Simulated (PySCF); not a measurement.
(1Z,3Z)-1,4-dichlorobuta-1,3-diene (C4H4Cl2), SMILES Cl/C=C\C=C/Cl.

The structure is a stationary point at PBE0-D3(BJ)/def2-SVP. One conformer was computed; it need not be the lowest.

Vertical ionisation energy (IE) and electron affinity (EA) in eV. Rows of orbital energies are one-electron estimates. Where ΔSCF, EOM or ADC give a negative EA the extra electron is unbound and the value depends on the basis.

```tsv
level	IE	EA
−ε(HOMO), −ε(LUMO), B3LYP/def2-TZVP (PySCF)	6.55	1.70
−ε(HOMO), −ε(LUMO), PBE/def2-TZVP (PySCF)	5.74	2.36
```
